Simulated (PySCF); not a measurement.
CH3FO2Si2, SMILES F[Si@H]1OC([SiH2]1)=O. Atoms are numbered in the order given.

```xyz
9

O     -1.5156     2.0203     0.1970
C     -0.8557     1.0339     0.1888
O      0.5141     1.0454     0.3692
Si     1.0553    -0.5708     0.2229
F      1.9439    -0.7315    -1.1198
Si    -1.2301    -0.8917     0.0052
H      1.9199    -0.9362     1.3668
H     -2.0056    -1.4339     1.1562
H     -1.8159    -1.3014    -1.3007
```
Charge 0, spin multiplicity 1.

Coordinates come from a PBE0-D3(BJ)/def2-SVP optimisation. The structure was generated by enumeration; whether it is a known compound was not checked.

Calculation: PBE/def2-TZVP in PySCF.

The total energy comes out as -868.82680 hartree and the highest occupied level is -6.40 eV. The lowest empty level is -2.42 eV, the orbital gap is 3.98 eV and the dipole moment is 3.40 D. The quadrupole, principal values (traceless, Buckingham form, about the centre of nuclear charge) is -9.47, 3.28, 6.19 D·Å, the mean static polarisability is 70.1 bohr³ (10.39 Å³) and the polarisability, principal values is 54.7, 72.3, 83.3 bohr³.
